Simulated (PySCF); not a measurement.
From one molecule to another.

First species: C3H3FO.
SMILES with atom numbers: `[CH2:1]=[CH:2][C:3](=[O:4])[F:5]` (hydrogens: H6, H7 on C1; H8 on C2)

Second species: Ge(CN)2Cl2, C2Cl2GeN2.
SMILES: `N#[C][Ge]([Cl])([Cl])[C]#N`

Levels: wB97X-D/def2-SVPD for dipole moment, HOMO energy, LUMO energy, HOMO–LUMO gap, static isotropic polarisability and electronic spatial extent ⟨r²⟩ about the centre of nuclear charge; TDDFT wB97X-D/def2-SVPD for lowest singlet excitation; TDA wB97X-D/def2-SVPD for lowest triplet excitation (Tamm–Dancoff); PBE0-D3(BJ)/def2-SVP for rotational constant A and rotational constant C. Geometries: PBE0-D3(BJ)/def2-SVP. Each structure is a single optimised conformer of the isolated species, non-relativistic unless stated. Electronic properties by PySCF.

The conformers computed, where there is a choice (atom-mapped SMILES and torsion angles):
- `[CH2:1]=[CH:2][C:3](=[O:4])[F:5]`: C1–C2–C3–O4 0°

Values for the first species:

```
Dipole moment                                                     : 3.32 D
HOMO energy                                                       : -10.78 eV
LUMO energy                                                       : -0.33 eV
HOMO–LUMO gap                                                     : 10.45 eV
Lowest singlet excitation                                         : 5.25 eV
Lowest triplet excitation (Tamm–Dancoff)                          : 3.85 eV
Static isotropic polarisability                                   : 40.7 au
Electronic spatial extent ⟨r²⟩ about the centre of nuclear charge : 385 bohr²
Rotational constant A                                             : 11.000 GHz
Rotational constant C                                             : 3.054 GHz
```

(1) Estimate the same properties for the second species, and the change in each.

Answers

(1) 
```json
{"property": "dipole moment", "first": "3.32 D", "second": "2.35 D", "second less first": "-0.97 D"}
{"property": "HOMO energy", "first": "-10.78 eV", "second": "-12.30 eV", "second less first": "-1.52 eV"}
{"property": "LUMO energy", "first": "-0.33 eV", "second": "-0.83 eV", "second less first": "-0.50 eV"}
{"property": "HOMO–LUMO gap", "first": "10.45 eV", "second": "11.47 eV", "second less first": "+1.02 eV"}
{"property": "lowest singlet excitation", "first": "5.25 eV", "second": "6.77 eV", "second less first": "+1.52 eV"}
{"property": "lowest triplet excitation (Tamm–Dancoff)", "first": "3.85 eV", "second": "5.71 eV", "second less first": "+1.86 eV"}
{"property": "static isotropic polarisability", "first": "40.7 au", "second": "81.9 au", "second less first": "+41.2 au"}
{"property": "electronic spatial extent ⟨r²⟩ about the centre of nuclear charge", "first": "385 bohr²", "second": "1324 bohr²", "second less first": "+939 bohr²"}
{"property": "rotational constant A", "first": "11.000 GHz", "second": "1.170 GHz", "second less first": "-9.830 GHz"}
{"property": "rotational constant C", "first": "3.054 GHz", "second": "1.123 GHz", "second less first": "-1.931 GHz"}
```

On the first: S1 lies 5.20 eV below the HOMO–LUMO gap; its leading configuration is HOMO−1→LUMO, weight 0.94. The principal polarisabilities are 27.7, 41.5 and 53.1 au; their mean is the isotropic value.

On the second: The polarisability is 12.14 Å³ as a volume (1 au = 0.148185 Å³), or 0.89 au for each of the 92 electrons. The principal polarisabilities are 78.2, 81.6 and 85.9 au; their mean is the isotropic value. The calculation is non-relativistic and has no spin–orbit coupling, an omission that weighs most on germanium.
